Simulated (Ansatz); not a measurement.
A nudged elastic band was laid between two geometries of C3H6Si (10 atoms, charge 0, multiplicity 1).

Computed with Ansatz 0.2.0, RKS PBE-D4/STO-3G.

```json
{
 "movable images": "1",
 "climbing image": "no",
 "spring": "5.0 eV/Å²",
 "optimiser": "quadratic models (default)",
 "start path": "IDPP",
 "force threshold": "0.05 eV/Å",
 "iteration limit": "60",
 "end points": "relaxed"
}
```

Initial state:

```xyz
10
Properties=species:S:1:pos:R:3
C -0.423 2.011 -0.875
C -0.226 0.710 -0.756
C -0.022 -0.583 -0.591
Si 0.369 -1.358 1.067
H 0.404 2.710 -1.093
H -1.426 2.462 -0.772
H -0.088 -1.248 -1.475
H 0.520 -0.319 2.072
H 1.601 -2.128 0.968
H -0.708 -2.258 1.455
```

Final state:

```xyz
10
Properties=species:S:1:pos:R:3
C 0.431 1.737 -1.344
C -0.158 0.692 -0.790
C -0.715 -0.355 -0.209
Si 0.044 -1.255 1.245
H 1.141 1.631 -2.183
H 0.234 2.768 -1.001
H -1.684 -0.723 -0.598
H -0.860 -1.192 2.385
H 1.316 -0.646 1.596
H 0.250 -2.655 0.899
```

Problem. Which bonds break or form, and what moves?

Solution. No bond is made or broken. The dihedral C2–C3–Si4–H9 goes from -125 to -1°. The two ends are copies of one structure, up to a mirror image or an exchange of like atoms.

Problem. Give the energies along the band, and the barrier.

Solution. The run converged. The highest image is number 1 of 0 to 2, 0.6 kcal/mol above the ends, which have the same energy within 2 meV. No image climbed, so the highest image needn't sit at the top of the path. So few images can step over the top or miss a turn of the path. Limits of this set-up: minimal basis.

```
image  path coordinate (Å)  energy (kcal/mol)  dihedral C2–C3–Si4–H9 (°)
    0                 0.00                0.0                       -125
    1                 2.03                0.6                        -63
    2                 4.06                0.0                         -1
```

Problem. What is the geometry of the highest image?

Solution. 
```xyz
10
Properties=species:S:1:pos:R:3
C 0.147 1.915 -1.148
C -0.176 0.684 -0.793
C -0.478 -0.541 -0.404
Si 0.143 -1.303 1.191
H 1.041 2.131 -1.760
H -0.465 2.788 -0.860
H -1.130 -1.152 -1.058
H -0.244 -0.481 2.328
H 1.595 -1.411 1.166
H -0.432 -2.630 1.339
```

The run took 57 s on 1 CPU thread of a shared host.
